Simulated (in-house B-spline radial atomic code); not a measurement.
## The praseodymium ion Pr⁴⁺: [Xe] 5g1 (an excited or competing configuration)

Computed with an all-electron radial atomic-structure program (B-spline basis): Dirac-Hartree-Fock, average of configuration, Fermi nucleus of rms radius 4.8919 fm.

Effective charges: Z_r = [3n² - l(l+1)]/(2<r>) from the radius, Z_e = n√(-2ε) from the energy, and Slater's rules. Values are occupation-weighted means over j. An effective charge above Z reflects the relativistic contraction of the inner shells.

| shell | electrons | ε (eV) | <r> (bohr) | Z_r | Z_e | Slater |
| --- | --- | --- | --- | --- | --- | --- |
| 1s | 2 | -42298 | 0.02409 | 62.27 | 55.76 | 58.70 |
| 2s | 2 | -6973.8 | 0.1025 | 58.55 | 45.28 | 54.85 |
| 2p | 6 | -6254.7 | 0.09034 | 55.35 | 42.88 | 54.85 |
| 3s | 2 | -1610.3 | 0.2709 | 49.84 | 32.64 | 47.75 |
| 3p | 6 | -1375.6 | 0.269 | 46.46 | 30.17 | 47.75 |
| 3d | 10 | -1038.5 | 0.2469 | 42.53 | 26.21 | 37.85 |
| 4s | 2 | -396.65 | 0.6165 | 38.93 | 21.60 | 31.25 |
| 4p | 6 | -315.84 | 0.6498 | 35.39 | 19.27 | 31.25 |
| 4d | 10 | -194.68 | 0.7101 | 29.57 | 15.13 | 19.85 |
| 5s | 2 | -103.33 | 1.403 | 26.73 | 13.78 | 13.25 |
| 5p | 6 | -77.888 | 1.554 | 23.48 | 11.96 | 13.25 |
| 5g | 1 | -13.692 | 5.41 | 5.08 | 5.02 | - |

The least bound orbital is 5g7/2 at -13.69 eV, and it is also the most diffuse (<r> = 5.41 bohr).

Spin-orbit splittings of the orbital energies (j = l + 1/2 above j = l - 1/2 when positive): 2p 483.6 eV, 3p 97.97 eV, 3d 20.78 eV, 4p 21.81 eV, 4d 3.947 eV, 5p 4.064 eV, 5g -0.001389 eV.

For the 1s electron the small component carries 4.78 % of the norm, the zero-frequency Breit interaction raises the level by 115.9 eV, self-energy by 67.9 eV, and vacuum polarisation lowers it by 10.27 eV.
